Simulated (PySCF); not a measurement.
## Steps of a relaxation of Ho(NH2)3

Ho(NH2)3 (singlet in the valence; each metal's 4f electrons, 10 of them, lie in its core potential, out of spins and levels; a saddle point, relaxed within its symmetry). PySCF 2.14.0, RKS PBE0, Ho lcecp-1-SVP with ECP56, N def2-SVP, H def2-SVP; non-relativistic Hamiltonian with scalar-relativistic core potentials where named; density fitting; no spin-orbit coupling. Origin of the start: template. Columns: position (Å) and force (eV/Å). Energies are counted from the last step; some of the 5 steps are shown. Forces carry noise of the integration grid, about 0.01 to 0.03 eV/Å.

Run from Python with OMP_NUM_THREADS=2. Where DIIS fails, smearing, a level shift and second-order steps follow.
It took 23 s on 2 threads of Arm Neoverse V1, with other jobs on the host, from the converged density of the start.

```xyz
10
step 0  E = 0.112 eV
Ho    0.0000    0.0000    0.0000     0.00    0.00    0.00
N     2.2455    0.0000    0.0000    -1.29    0.00    0.00
H     2.8355    0.0000    0.8300     0.24    0.00   -0.19
H     2.8355    0.0000   -0.8300     0.24    0.00    0.19
N    -1.1227    1.9447    0.0000     0.64   -1.11    0.00
H    -1.4177    2.4556    0.8300    -0.12    0.21   -0.20
H    -1.4177    2.4556   -0.8300    -0.12    0.21    0.20
N    -1.1228   -1.9447    0.0000     0.64    1.11    0.00
H    -1.4178   -2.4556    0.8300    -0.12   -0.21   -0.19
H    -1.4178   -2.4556   -0.8300    -0.12   -0.21    0.19
```

```xyz
10
step 1  E = 0.023 eV
Ho    0.0000    0.0000    0.0000     0.00    0.00    0.00
N     2.2161    0.0000    0.0000    -0.58    0.00    0.00
H     2.8294    0.0000    0.8146     0.09    0.00   -0.08
H     2.8294    0.0000   -0.8146     0.09    0.00    0.08
N    -1.1080    1.9192    0.0000     0.29   -0.50    0.00
H    -1.4147    2.4503    0.8146    -0.04    0.08   -0.08
H    -1.4147    2.4503   -0.8146    -0.04    0.08    0.08
N    -1.1081   -1.9192    0.0000     0.29    0.50    0.00
H    -1.4147   -2.4503    0.8146    -0.04   -0.08   -0.08
H    -1.4147   -2.4503   -0.8146    -0.04   -0.08    0.08
```

```xyz
10
step 3  E = 0.000 eV
Ho    0.0000    0.0000    0.0000     0.00    0.00    0.00
N     2.1905    0.0000    0.0000     0.00    0.00    0.00
H     2.8192    0.0000    0.8041    -0.01    0.00    0.00
H     2.8192    0.0000   -0.8041    -0.01    0.00    0.00
N    -1.0952    1.8971    0.0000     0.00    0.00    0.00
H    -1.4096    2.4415    0.8041     0.01   -0.01    0.00
H    -1.4096    2.4415   -0.8041     0.01   -0.01    0.00
N    -1.0953   -1.8970    0.0000     0.00    0.00    0.00
H    -1.4096   -2.4415    0.8041     0.01    0.01    0.00
H    -1.4096   -2.4415   -0.8041     0.01    0.01    0.00
```

Q: Where does the relaxation end?

A: It converges at step 4 in D3h:
```xyz
10
step 4  E = 0
Ho    0.0000    0.0000    0.0000
N     2.1900    0.0000    0.0000
H     2.8177    0.0000    0.8046
H     2.8177    0.0000   -0.8046
N    -1.0950    1.8966    0.0000
H    -1.4088    2.4402    0.8046
H    -1.4088    2.4402   -0.8046
N    -1.0950   -1.8966    0.0000
H    -1.4089   -2.4402    0.8046
H    -1.4089   -2.4402   -0.8046
```

Q: How did the contacts change?

A: 
```tsv
contact	start (Å)	end (Å)
Ho1–N2 (NH2)	2.246	2.190
Ho1–N5 (NH2)	2.246	2.190
Ho1–N8 (NH2)	2.246	2.190
```


An lcecp potential fixes the number of 4f electrons, so in runs with it no electron can move into or out of that shell.
